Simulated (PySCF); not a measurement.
B3LYP has the VWN-RPA correlation part, as in Gaussian. Delta-SCF ions had no search for a lower state. Excitations are Tamm–Dancoff values on a coarser integration grid. The basis has no diffuse functions, so Rydberg states are missing or too high.

## AlFI2, SMILES `[F][Al]([I])[I]` (charge 0, multiplicity 1)

Computed with B3LYP-D3(BJ)/def2-TZVP in PySCF 2.14.0.

The HOMO is -7.75 eV. The dipole moment is 0.99 D, the HOMO–LUMO gap comes out as 5.71 eV and the LUMO is -2.03 eV. The S1 excitation (TDA) comes out as 4.78 eV and the S1 oscillator strength comes out as 0.014. The T1 excitation (TDA) is 4.48 eV and the S1–T1 gap (TDA) is 0.30 eV. The vertical ionisation energy (Delta-SCF) is 9.80 eV and the total energy is -938.1632 Ha. The cost is about 60 core-seconds (a rough figure).

```xyz
4

F     -0.0193     1.8184    -0.0194
Al    -0.0018     0.1754    -0.0019
I     -2.1427    -1.0197     0.0110
I      2.1638    -0.9741     0.0104
```
Charge 0, spin multiplicity 1.
